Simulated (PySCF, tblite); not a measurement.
Isomers of C6H9O (doublet state), one GFN2-xTB conformer each. Single-point energies are computed at B3LYP/pcH-1 (PySCF, gas phase, no added dispersion term), electronic only. GFN2-xTB treats the open shell by occupation alone, and not every SCF solution was tested for stability.

Problem. Rank them by B3LYP/pcH-1 energy, lowest first (kJ/mol).
A. `[CH2:1]=[C:2]([CH:3][CH3:4])[C:5]([CH3:6])=[O:7]` (doublet state) with C1–C2–C3–C4 1°, C1–C2–C5–C6 157°
B. `[CH3:1][O:2][C:3]12[CH2:4][C:5]([CH2:6]1)[CH2:7]2` (doublet state) with C1–O2–C3–C4 180°

Solution. A (0.0), B (326.1).

As drawn, the higher has a four-membered ring, which the lower lacks. GFN2-xTB itself gives, in the same order: 0.0, 166.9. Both levels put the same isomer lowest.

Problem. What happens when harmonic zero-point energies from GFN2-xTB frequencies are added?

Solution. 
| SMILES | ZPE (kJ/mol) | electronic (kJ/mol) | with ZPE (kJ/mol) |
| --- | --- | --- | --- |
| C=C([CH]C)C(C)=O | 339.0 | 0.0 | 0.0 |
| COC12C[C](C1)C2 | 350.7 | 326.1 | 337.7 |

The zero-point energies span 11.7 kJ/mol. The order is unchanged.
